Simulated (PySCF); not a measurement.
Molfile (atoms numbered from 1):
```
C7H5F3
     RDKit          3D

 15 15  0  0  0  0  0  0  0  0999 V2000
    2.6796    0.3597   -1.1738 F   0  0  0  0  0  0  0  0  0  0  0  0
    2.1708    0.0357    0.0332 C   0  0  0  0  0  0  0  0  0  0  0  0
    2.6711    0.9321    0.8983 F   0  0  0  0  0  0  0  0  0  0  0  0
    2.7128   -1.1489    0.3573 F   0  0  0  0  0  0  0  0  0  0  0  0
    0.6691    0.0079    0.0239 C   0  0  0  0  0  0  0  0  0  0  0  0
    0.0070   -1.1694   -0.2976 C   0  0  0  0  0  0  0  0  0  0  0  0
   -1.3761   -1.1852   -0.3227 C   0  0  0  0  0  0  0  0  0  0  0  0
   -2.0897   -0.0336   -0.0342 C   0  0  0  0  0  0  0  0  0  0  0  0
   -1.4238    1.1403    0.2771 C   0  0  0  0  0  0  0  0  0  0  0  0
   -0.0408    1.1674    0.3059 C   0  0  0  0  0  0  0  0  0  0  0  0
    0.5721   -2.0618   -0.5187 H   0  0  0  0  0  0  0  0  0  0  0  0
   -1.8950   -2.0990   -0.5678 H   0  0  0  0  0  0  0  0  0  0  0  0
   -3.1689   -0.0513   -0.0518 H   0  0  0  0  0  0  0  0  0  0  0  0
   -1.9799    2.0381    0.4986 H   0  0  0  0  0  0  0  0  0  0  0  0
    0.4874    2.0761    0.5505 H   0  0  0  0  0  0  0  0  0  0  0  0
  1  2  1  0
  2  3  1  0
  2  4  1  0
  2  5  1  0
  5  6  2  0
  6  7  1  0
  7  8  2  0
  8  9  1  0
  9 10  2  0
 10  5  1  0
  6 11  1  0
  7 12  1  0
  8 13  1  0
  9 14  1  0
 10 15  1  0
M  END
```

- shielding tensors at PBE0/pcSseg-1 (GIAO)
- GFN2-xTB structure
- program: PySCF
- averaged over atoms made equivalent by symmetry, fast rotation or ring inversion, no solvent, no relativistic terms, one computed conformer

Shifts are taken against calculated references (same method and geometry level): $^{13}$C against TMS.

Do the $^{13}$C shifts follow the atomic charges (in e)? Tabulate both.

Results:


| atoms | hybridisation | δ (ppm) | σ para (ppm) | Hirshfeld | IAO | Mulliken | ESP-fitted |
| --- | --- | --- | --- | --- | --- | --- | --- |
| C5 | sp2 | 137.6 | -215 | -0.04 | -0.06 | -0.45 | -0.03 |
| C8 | sp2 | 137.3 | -204 | -0.04 | -0.14 | -0.06 | -0.15 |
| C7/C9 | sp2 | 134.3 | -201 | -0.04 | -0.15 | -0.08 | -0.11 |
| C2 | sp3 | 133.9 | -187 | +0.26 | +0.80 | +0.93 | +0.57 |
| C6/C10 | sp2 | 132.2 | -195 | -0.04 | -0.14 | +0.04 | -0.16 |

Correlation coefficients of δ with charge over these carbons: Hirshfeld -0.25, IAO -0.23, Mulliken -0.50, ESP-fitted -0.18; with the paramagnetic shielding -0.78. Among the 4 sp2 carbons alone: Hirshfeld +0.97, IAO +0.60, Mulliken -0.71, ESP-fitted +0.59. With so few points, grouped by hybridisation, these coefficients are fragile. Charge is one influence among several: hybridisation and low-lying excitations act through the paramagnetic term.

Shifts are as computed. Against solution values, carbons near 30 ppm lie about +3 ppm off and those near 130 ppm about +5 ppm. Of 1211 compounds with measured shifts, 218 miss one by over three times the rms of a fit or turn the order of signals round; such compounds aren't used in these exercises.
